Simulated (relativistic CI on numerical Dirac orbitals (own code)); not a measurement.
## Energy levels of Cr I

Calculated at this level of theory: Dirac-Coulomb-Breit CI, KLI orbitals optimised for each configuration, a model potential for QED, valence Slater integrals scaled by 0.85, P86 correlation energy added to each configuration (own radial code, finite nucleus).

Configurations in the expansion (outside the closed core [Ar]): 3d5 4s, 3d4 4s2, 3d5 4p, 3d4 4s 4p, 3d5 4d, 3d5 4f, 3d6, 3d3 4s2 4p, 3d3 4s 4p2, 3d4 4s 5s, 3d5 5s, 3d5 5p, 3d4 4s 6s, 3d5 6s, 3d3 4s2 5s, 3d3 4s2 5p. Levels of other configurations are missing.

| No. | Configuration | Term | J | E (cm⁻¹) | % | Next component (%) | Lifetime (s) | jj configuration (%) |
| --- | --- | --- | --- | --- | --- | --- | --- | --- |
| 1 | 3d5 4s | 7S | 3 | 0.0 | 100 |  |  | 3d3/2^2 3d5/2^3 4s (43) |
| 2 | 3d4 4s2 | 5D | 0 | 6912.0 | 97 | 1 3d3 4s 4p2 5D |  | 3d3/2^2 3d5/2^2 (66) |
| 3 | 3d4 4s2 | 5D | 1 | 6970.1 | 97 | 1 3d3 4s 4p2 5D | 9.38e+04 | 3d3/2^3 3d5/2 (49) |
| 4 | 3d4 4s2 | 5D | 2 | 7083.6 | 97 | 1 3d3 4s 4p2 5D | 1.20e+04 | 3d3/2^2 3d5/2^2 (65) |
| 5 | 3d4 4s2 | 5D | 3 | 7247.7 | 97 | 1 3d3 4s 4p2 5D |  | 3d3/2 3d5/2^3 (45) |
| 6 | 3d4 4s2 | 5D | 4 | 7456.6 | 97 | 1 3d3 4s 4p2 5D |  | 3d3/2 3d5/2^3 (44) |
| 7 | 3d5 4s | 5S | 2 | 10946.8 | 95 | 4 3d5 5s 5S |  | 3d3/2^2 3d5/2^3 4s (41) |
| 8 | 3d4 4s 4p | 7F° | 0 | 17759.5 | 100 |  |  | 3d3/2^2 3d5/2^2 4s 4p1/2 (37) |
| 9 | 3d4 4s 4p | 7F° | 1 | 17796.7 | 100 |  |  | 3d3/2^2 3d5/2^2 4s 4p1/2 (28) |
| 10 | 3d4 4s 4p | 7F° | 2 | 17870.8 | 100 |  |  | 3d3/2^2 3d5/2^2 4s 4p1/2 (28) |
| 11 | 3d4 4s 4p | 7F° | 3 | 17981.1 | 100 |  |  | 3d3/2^2 3d5/2^2 4s 4p1/2 (33) |
| 12 | 3d4 4s 4p | 7P° | 2 | 18003.4 | 81 | 18 3d5 4p 7P° | 3.16e-05 | 3d3/2^2 3d5/2^2 4s 4p3/2 (31) |
| 13 | 3d4 4s 4p | 7P° | 3 | 18103.6 | 81 | 18 3d5 4p 7P° | 5.61e-05 | 3d3/2^2 3d5/2^2 4s 4p3/2 (28) |
| 14 | 3d4 4s 4p | 7F° | 4 | 18126.3 | 100 |  |  | 3d3/2^2 3d5/2^2 4s 4p3/2 (35) |
| 15 | 3d4 4s 4p | 7P° | 4 | 18233.9 | 81 | 19 3d5 4p 7P° |  | 3d3/2 3d5/2^3 4s 4p1/2 (19) |
| 16 | 3d4 4s 4p | 7F° | 5 | 18305.3 | 100 |  |  | 3d3/2 3d5/2^3 4s 4p3/2 (36) |
| 17 | 3d4 4s 4p | 7F° | 6 | 18516.6 | 100 |  |  | 3d3/2 3d5/2^3 4s 4p3/2 (46) |
| 18 | 3d4 4s 4p | 7D° | 1 | 19708.5 | 100 |  |  | 3d3/2^2 3d5/2^2 4s 4p3/2 (19) |
| 19 | 3d4 4s 4p | 7D° | 2 | 19783.0 | 100 |  |  | 3d3/2^2 3d5/2^2 4s 4p1/2 (28) |
| 20 | 3d4 4s 4p | 7D° | 3 | 19892.1 | 100 |  |  | 3d3/2^2 3d5/2^2 4s 4p3/2 (24) |
| 21 | 3d4 4s 4p | 7D° | 4 | 20033.0 | 100 |  |  | 3d3/2^2 3d5/2^2 4s 4p3/2 (35) |
| 22 | 3d4 4s 4p | 7D° | 5 | 20202.5 | 100 |  |  | 3d3/2 3d5/2^3 4s 4p3/2 (35) |
| 23 | 3d5 4s | 5G | 6 | 22014.8 | 99 |  |  | 3d3/2^2 3d5/2^3 4s (52) |
| 24 | 3d5 4s | 5G | 5 | 22022.2 | 99 |  |  | 3d3/2^2 3d5/2^3 4s (64) |
| 25 | 3d5 4s | 5G | 4 | 22025.5 | 99 |  |  | 3d3/2^2 3d5/2^3 4s (53) |
| 26 | 3d5 4s | 5G | 2 | 22025.9 | 99 |  |  | 3d3/2^2 3d5/2^3 4s (40) |
| 27 | 3d5 4s | 5G | 3 | 22026.3 | 99 |  |  | 3d3/2^2 3d5/2^3 4s (43) |
| 28 | 3d4 4s2 | 3H | 4 | 22396.5 | 97 | 1 3d3 4s 4p2 3H |  | 3d3/2^2 3d5/2^2 (41) |
| 29 | 3d4 4s2 | 3H | 5 | 22508.9 | 97 | 1 3d3 4s 4p2 3H |  | 3d3/2^2 3d5/2^2 (69) |
| 30 | 3d4 4s2 | 3H | 6 | 22633.1 | 98 | 1 3d3 4s 4p2 3H |  | 3d3/2 3d5/2^3 (55) |
| 31 | 3d5 4p | 7P° | 2 | 23316.1 | 82 | 18 3d4 4s 4p 7P° | 6.87e-09 | 3d3/2^2 3d5/2^3 4p1/2 (28) |
| 32 | 3d4 4s2 | 3P | 0 | 23323.2 | 95 | 3 3d5 4s 3P | 5.96e+00 | 3d3/2^4 (57) |
| 33 | 3d5 4p | 7P° | 3 | 23369.2 | 81 | 19 3d4 4s 4p 7P° | 6.84e-09 | 3d3/2^2 3d5/2^3 4p3/2 (18) |
| 34 | 3d5 4p | 7P° | 4 | 23442.3 | 81 | 19 3d4 4s 4p 7P° | 6.78e-09 | 3d3/2^2 3d5/2^3 4p3/2 (35) |
| 35 | 3d4 4s 4p | 5P° | 1 | 23560.7 | 94 | 5 3d5 4p 5P° | 7.73e-08 | 3d3/2^2 3d5/2^2 4s 4p3/2 (29) |
| 36 | 3d4 4s2 | 3P | 1 | 23666.7 | 95 | 3 3d5 4s 3P | 6.70e+00 | 3d3/2^3 3d5/2 (44) |
| 37 | 3d4 4s 4p | 5P° | 2 | 23722.4 | 94 | 5 3d5 4p 5P° | 7.68e-08 | 3d3/2^2 3d5/2^2 4s 4p3/2 (29) |
| 38 | 3d4 4s 4p | 5P° | 3 | 23956.4 | 94 | 5 3d5 4p 5P° | 7.57e-08 | 3d3/2 3d5/2^3 4s 4p3/2 (31) |
| 39 | 3d4 4s2 | 3P | 2 | 24268.4 | 94 | 3 3d5 4s 3P | 9.60e+00 | 3d3/2 3d5/2^3 (36) |
| 40 | 3d4 4s2 | 3F | 2 | 24529.8 | 97 | 1 3d3 4s 4p2 3F | 1.69e+01 | 3d3/2^2 3d5/2^2 (50) |
| 41 | 3d4 4s2 | 3F | 3 | 24565.0 | 93 | 3 3G | 5.97e+00 | 3d3/2^2 3d5/2^2 (48) |
| 42 | 3d4 4s2 | 3F | 4 | 24628.4 | 92 | 4 3G | 5.01e+00 | 3d3/2^3 3d5/2 (33) |
| 43 | 3d5 4s | 5P | 3 | 24719.7 | 97 | 2 5D |  | 3d3/2^3 3d5/2^2 4s (30) |
| 44 | 3d5 4s | 5P | 2 | 24725.4 | 98 | 1 5D |  | 3d3/2^2 3d5/2^3 4s (48) |
| 45 | 3d5 4s | 5P | 1 | 24736.6 | 98 | 1 3d3 4s 4p2 5P |  | 3d3/2^2 3d5/2^3 4s (53) |

Energies count from the lowest computed level; ° marks odd parity; lifetimes are radiative, by E1, M1, E2 decay to levels of this space only; some are left blank where a channel outside the calculation adds to the decay or the decay crosses a small, uncertain gap. Filled j subshells are mostly left out of the jj labels.

The mean weight of the leading LS term, summed over parents, in these 45 levels is 96 %, and that of the leading jj configuration (from the same eigenvectors) 40 %, so LS coupling describes them better.

For a near-neutral ion this model can misplace configurations by up to about 10,000 cm⁻¹ (more where the count of f electrons changes) and terms by 10 to 25 % of their spread. Rates follow the energies as ν³ (E1, M1) or ν⁵ (E2), so they and the lifetimes can be off by large factors. The fine structure of a lone outer electron comes out too small, for d and f at times inverted, and misplaced configurations move strength between like terms. 38 of the 38 excited levels that our extract of the measured tables holds in this range could be paired (the sources list more); they are missed by 3884 cm⁻¹ on average and 9725 at most, and levels without a partner can miss by more.
